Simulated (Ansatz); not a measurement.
Breaking a bond: GeN (cation, charge +1), lowest triplet found (which spin is the ground state isn't settled by this scan).

- ROCCSD(T) = CCSD(T) on ROHF/cc-pVDZ, cores with 3d frozen (Ansatz, an electronic-structure program)
- ROMP2 = MP2 on ROHF/cc-pVDZ, cores with 3d frozen in Ansatz
- ROCCSDT = CCSDT on ROHF/cc-pVDZ, cores with 3d frozen (Ansatz)

Total energies in hartree (comparable only within one method and basis):

| R / Å | ROCCSD(T) | ROMP2 | ROCCSDT |
|---|---|---|---|
| 1.80 | -2129.58854 | -2129.55324 | -2129.58956 |
| 1.86 | -2129.59371 | -2129.55763 | -2129.59482 |
| 1.95 | -2129.59607 | -2129.55860 | -2129.59736 |
| 1.99 | -2129.59561 | -2129.55743 | -2129.59699 |
| 2.06 | -2129.59326 | -2129.55368 | -2129.59481 |
| 2.14 | -2129.58894 | -2129.54753 | -2129.59070 |
| 2.28 | -2129.57950 | -2129.53418 | -2129.58159 |
| 2.40 | -2129.57133 | -2129.52182 | -2129.57363 |
| 2.59 | -2129.56072 | -2129.50273 | -2129.56313 |

The scan ran from 1.38 to 6.44 Å; beyond the distances shown full CI changes its symmetry label. The T1 diagnostic of CCSD on the restricted reference of ROCCSD(T), ROMP2, ROCCSDT exceeds 0.045 at 2.28 to 3.05 Å.
